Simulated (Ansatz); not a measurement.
Basis-set extrapolation for C$_{4}$H$_{9}$Al (`C=[CH][Al]([CH3])[CH3]`) (PBE0-D4/def2-TZVP geometry, frozen core, Ansatz). Multiplicity 1, RHF reference.

|  | def2-TZVPP | def2-QZVPP |
| --- | --- | --- |
| HF | -398.688087 | -398.702548 |
| MP2 correlation | -0.760841 | -0.809422 |
| CCSD(T) correlation | -0.849230 | not run |

Energies in hartree. Use E(X) = E(∞) + A·exp(−7.88·√X) for Hartree–Fock and E(X) = E(∞) + B·X^(−2.97) for correlation, with X = 3 and 4, and add CCSD(T) minus MP2 of the smaller set to the MP2 limit.

Q: What is the CCSD(T) energy at the basis-set limit?

A: HF limit: -398.702548 + (-0.014461) × 0.13774 = -398.70454. MP2 limit: -0.809422 + (-0.048581) × 0.74074 = -0.84541. Higher-order term: -0.849230 − (-0.760841) = -0.08839. Total: -399.63834 hartree, 63.4 kcal/mol below CCSD(T)/def2-TZVPP.
